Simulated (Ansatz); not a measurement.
Cartesian coordinates in Å:
```
N -2.0846 -1.2985 -0.6893
C -1.5262 -0.3484 -1.3190
Ga 0.1063 0.5967 -0.6846
F 0.6697 1.8788 -1.7593
Si 1.4014 0.2406 1.3181
H -1.5988 -1.5241 0.1826
H -1.9973 -0.0554 -2.2643
H 0.8464 -0.8853 2.1164
H 1.3771 1.4734 2.1482
H 2.8060 -0.0778 0.9513
```

The species carries charge 0 and has multiplicity 1.

**Question.** List the ωB97M-V/def2-TZVPP orbital energies in eV (Ansatz 0.2.0). (An estimate is asked.)

**Answer.** Computed: Occupied: -10154.17, -1807.38, -1257.65, -1111.85, -1111.73, -1111.72, -676.22, -395.05, -282.82, -155.05, -148.49, -107.58, -107.31, -107.26, -102.60, -102.59, -102.59, -34.26, -28.34, -26.61, -26.57, -26.52, -26.37, -26.30, -19.83, -18.37, -16.33, -14.92, -14.29, -13.53, -13.47, -12.62, -12.58, -12.23, -11.18, -9.23. Lowest empty: -0.53, 1.36, 1.44, 1.76, 2.47, 2.90, 3.20, 3.26.
